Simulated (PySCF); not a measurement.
S (sulfur, neutral) across methods

[Ne] 3s1 3p5, high-spin 3P determinant (an excited configuration). All numbers are calculated (PySCF 2.14, the spin-free X2C one-electron Hamiltonian (Gaussian nucleus), in x2c-QZVPPall with one added diffuse shell each of s, p, d, f type (10s7p5d3f1g, 86 functions)).

```
 method  E (hartree)  mean ε 3s α (eV)  mean ε 3p α (eV)  mean ε 3p β (eV)  Σ⟨r²⟩ (bohr²)   ⟨S²⟩
    LDA    -397.4542           -18.852            -8.390            -6.675          30.29  2.006
    UHF   -398.17209           -28.704           -13.859            -9.059          31.00  2.042
   BP86    -398.8930           -18.965            -8.411            -6.734          30.14  2.007
  B3LYP    -398.8574           -20.881            -9.472            -7.406          30.29  2.009
wB97M-V    -398.7946           -23.779           -11.902            -9.795          30.44  2.006
    PBE    -398.6777           -18.895            -8.347            -6.600          30.21  2.007
 M06-2X    -398.8277           -23.225           -11.054            -8.449          30.29  2.012
 r2SCAN    -398.8118           -20.008            -8.866            -6.672          30.13  2.015
```

(1) Estimate the same row for PBE0.

Results:

(1) E (hartree) = -398.6932; mean ε 3s α (eV) = -21.468; mean ε 3p α (eV) = -9.850; mean ε 3p β (eV) = -7.525; Σ⟨r²⟩ (bohr²) = 30.13; ⟨S²⟩ = 2.010.
